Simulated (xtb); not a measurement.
BaBr2, SMILES [Ba]([Br])[Br]. All values are semi-empirical tight-binding results from xtb (GFN2-xTB unless named), good for trends rather than for accurate numbers. The structure is a stationary point at GFN2-xTB.

Optimised geometry:

```xyz
3

Ba     0.0000     0.0000    -0.9200
Br     0.0000     2.2624     0.7360
Br     0.0000    -2.2624     0.7360
```
Charge 0, spin multiplicity 1.

For metal compounds this method's bond lengths and energies can be far off.

```
Property                                        Value
-------------------------------------  --------------
point group as xtb finds it                       C2v
orbital gap                                   2.01 eV
zero-point energy                        0.5 kcal/mol
G − E(el) at 298.15 K (modified RRHO)  -20.1 kcal/mol
```

Computed atomic charges and the Wiberg bond orders between heavy atoms:
charges (e) Ba1 0.65, Br2 -0.33, Br3 -0.33. Bond orders Ba1–Br2 0.95, Ba1–Br3 0.95.
